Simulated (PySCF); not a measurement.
CHO2, SMILES [O]C=O (connectivity only; charge and spin as stated), charge -1, multiplicity 1. Atoms are numbered in the order given.

```xyz
4

O      0.0000     1.1444     0.2105
C      0.0000     0.0000    -0.3168
O      0.0000    -1.1444     0.2105
H      0.0000     0.0000    -1.4669
```
Charge -1, spin multiplicity 1.

Coordinates come from a PBE-D3(BJ)/def2-TZVPD optimisation. The multiplicity is an assumed one; other spin states were not compared. The isomer is the one that the SMILES or the coordinates give; other isomers of the formula were not compared.

The numbers are results of PBE-D3(BJ)/def2-TZVPD (PySCF 2.14.0), not measurements.

Harmonic, unscaled wavenumbers; measured fundamentals usually lie a few per cent lower.

Computed normal modes with their intensities:
```json
[
 {"mode": "1", "ν (cm⁻¹)": "714", "IR (km/mol)": "14.1", "moving atoms (share of kinetic energy)": "O 70 %, C 28 %"},
 {"mode": "2", "ν (cm⁻¹)": "986", "IR (km/mol)": "0.3", "moving atoms (share of kinetic energy)": "H 50 %, C 42 %"},
 {"mode": "3", "ν (cm⁻¹)": "1291", "IR (km/mol)": "118.7", "moving atoms (share of kinetic energy)": "O 59 %, C 40 %"},
 {"mode": "4", "ν (cm⁻¹)": "1308", "IR (km/mol)": "3.9", "moving atoms (share of kinetic energy)": "H 92 %"},
 {"mode": "5", "ν (cm⁻¹)": "1608", "IR (km/mol)": "787.3", "moving atoms (share of kinetic energy)": "C 70 %, O 29 %"},
 {"mode": "6", "ν (cm⁻¹)": "2469", "IR (km/mol)": "638.4", "moving atoms (share of kinetic energy)": "H 95 %"}
]
```
